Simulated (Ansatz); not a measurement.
Calculated with Ansatz (gas phase, PBE0-D4/def2-TZVP geometries, no zero-point term in ΔE). CCSD(T)/CBS adds triple-zeta CCSD(T) − MP2 to the extrapolated MP2 energy (def2 sets, frozen cores). This one scheme is used for every species. Functionals use def2-TZVPP. B3LYP here is the variant with VWN-RPA as its local correlation; programs differ in this. Each species was taken in one conformer, which may not be the lowest.

Reaction (ligand exchange at the Si–S bond): `O[SiH2]S[Si](O)(O)O` + `[OH][Al]([F])[Cl]` → `O[Si](O)(O)[O][Al]([F])[Cl]` + `O[SiH2]S`

Is it downhill or uphill in electronic energy at CCSD(T)/CBS, and by how much? (An estimate is asked.)

The calculation gave: Downhill: ΔE = -65.8 kJ/mol.

What do these levels give: PBE0-D4, ωB97X-V, PBE, B3LYP, HF/CBS(def2), MP2/CBS(def2)? (An estimate is asked.)

Ansatz gave: PBE0-D4 -53.4, ωB97X-V -63.3, PBE -52.0, B3LYP -76.9, HF/CBS(def2) -107.2, MP2/CBS(def2) -58.9 kJ/mol.

Largest T1 diagnostic among the species: 0.012.

The D4 term adds +12.5 kJ/mol with B3LYP and +6.3 kJ/mol with PBE0; it sums over pairs of atoms, weighted by their polarisabilities, and B3LYP, whose exchange is more repulsive, gets the larger term. From PBE to PBE0 (25 % exact exchange), in def2-TZVPP and without D4, ΔE moves by −7.7 kJ/mol.
